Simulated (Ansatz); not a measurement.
Gas-phase electronic energies from Ansatz, PBE0-D4/def2-TZVP geometries. CCSD(T)/CBS adds triple-zeta CCSD(T) − MP2 to the extrapolated MP2 energy (def2 sets, frozen cores). This one scheme is used for every species. DFT in def2-TZVPP. def2 core potentials past Kr. For Ge, Sn outer-core shells are correlated without core-valence functions, which leaves a few kJ/mol of doubt a bond. Scalar relativity is left out up to krypton. One conformer a species, not always the lowest.

Reaction (hydrogenolysis of a Ge–Sn bond): `[OH][GeH2][SnH3]` + H₂ → `[OH][GeH3]` + `[SnH4]`

`[OH][GeH2][SnH3]`:

```xyz
9

O     0.407   -1.641   -1.456
Ge   -0.487   -1.050   -0.021
Sn    0.364    1.326    0.645
H     0.240   -1.108   -2.237
H    -2.000   -1.038   -0.337
H    -0.188   -2.109    1.049
H     0.296    2.356   -0.716
H    -0.609    2.001    1.876
H     1.977    1.263    1.196
```

H₂:

Cartesian coordinates in Å:
```
H -0.101 0.358 0.027
H 0.101 -0.358 -0.027
```

`[OH][GeH3]`:

Z-matrix (Å, degrees):
```
Ge
O 1 1.783
H 1 1.531 2 104.3
H 1 1.541 2 109.9 3 119.6
H 1 1.541 2 109.9 3 -119.6
H 2 0.959 1 112.7 3 180.0
```

`[SnH4]`:

Z-matrix (Å, degrees):
```
Sn
H 1 1.704
H 1 1.704 2 109.5
H 1 1.704 2 109.5 3 -120.0
H 1 1.704 2 109.5 3 120.0
```

| species | B2PLYP energy (Eh) |
| --- | --- |
| `[OH][GeH2][SnH3]` | -2369.53998 |
| H₂ | -1.16991 |
| `[OH][GeH3]` | -2154.25522 |
| `[SnH4]` | -216.44814 |

Work out ΔE.

ΔE = (-2154.25522) + (-216.44814) − (-2369.53998) − (-1.16991) = 0.00653 Eh = +0.18 eV. CCSD(T)/CBS gives +0.27 eV.

Largest T1 diagnostic among the species: 0.013.

From PBE to PBE0 (25 % exact exchange), in def2-TZVPP and without D4, ΔE moves by −0.06 eV. In def2-TZVPP, CCSD(T) changes the Hartree–Fock value by +0.24 eV (the triples alone add +0.05 eV) and MP2 by +0.32 eV.
